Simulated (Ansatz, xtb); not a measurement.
## C2H2Br2: which of two isomers lies lower

Structure a is `Br/C=C/Br`, a singlet and structure b is `C=C(Br)Br`, a singlet. Both are isolated molecules in the gas phase, relaxed with PBE-D3(BJ)/def2-SVP.

a (Å):

```xyz
6

C    -1.3248   -1.1231    0.1529
C    -1.4844    0.0468    0.7915
Br   -2.6146   -2.4989    0.2661
Br   -0.1946    1.4226    0.6783
H    -0.4530   -1.3674   -0.4710
H    -2.3562    0.2910    1.4155
```

b (Å):

```xyz
6

C    -2.0182    0.0244    0.5029
C    -1.0323   -0.8863    0.4703
Br   -1.0979   -2.4187   -0.6447
Br    0.5290   -0.7356    1.5358
H    -2.9089   -0.0974   -0.1300
H    -1.9443    0.9006    1.1629
```

Energies in hartree; the thermal terms are from PBE-D3(BJ)/def2-SVP harmonic frequencies (ideal gas, rigid rotor, one conformer each, 298.15 K, 1 atm) and include the zero-point energy:

```
                               a            b
E, CCSD(T)/def2-SVP  −5221.773713  −5221.770683
    E, MP2/def2-SVP  −5221.732922  −5221.730435
  E, MP2/def2-TZVPP  −5222.599699  −5222.597828
  zero-point energy      0.031536      0.031372
       H(298 K) − E      0.037455      0.037065
       G(298 K) − E      0.001679      0.001585
```

Q: Correct the CCSD(T) difference for the basis set by the MP2 change, then work out ΔE, ΔE₀, ΔH and ΔG for a → b in kJ/mol (1 Eh = 2625.50 kJ/mol) and the equilibrium ratio [b]/[a].

A: 1. Differences b − a: CCSD(T) +0.003030, MP2 in the small set +0.002487, MP2 in the large set +0.001871 Eh.
2. ΔE = +0.003030 + (+0.001871 − (+0.002487)) = +0.002414 Eh = +6.34 kJ/mol.
3. ΔE₀ = ΔE + ΔZPE = +0.002414 + (−0.000164) Eh = +5.91 kJ/mol.
4. ΔH = ΔE + (−0.000390) Eh = +5.31 kJ/mol.
5. ΔG = ΔE + (−0.000094) Eh = +6.09 kJ/mol, so ΔS = (ΔH − ΔG)/T = −2.6 J/(mol K).
6. kT = 0.9442 mEh, so K = [b]/[a] = exp(−ΔG/kT) = exp(−2.46) ≈ 0.086.

Structure a is favoured at this temperature. An error of 4 kJ/mol in ΔG would change K by a factor of 5. Mirror images and further conformers aren't counted.

As drawn, both hold the same kinds of bond in the same numbers.

Other levels gave ΔE = +11.5 (GFN2-xTB); +7.2 (HF/STO-3G, GFN2-xTB geometries); +7.6 (r2SCAN-D4/def2-SVP, GFN2-xTB geometries); +7.3 (PBE-D3(BJ)/def2-SVP); +14.2 (HF/def2-SVP); +6.5 (MP2/def2-SVP); +8.0 (CCSD(T)/def2-SVP) kJ/mol. The correlated steps freeze 20 core orbitals; the filled d shell of Br is correlated, in a basis made for valence electrons. Programs: Ansatz 0.2.0, xtb 6.7.1.
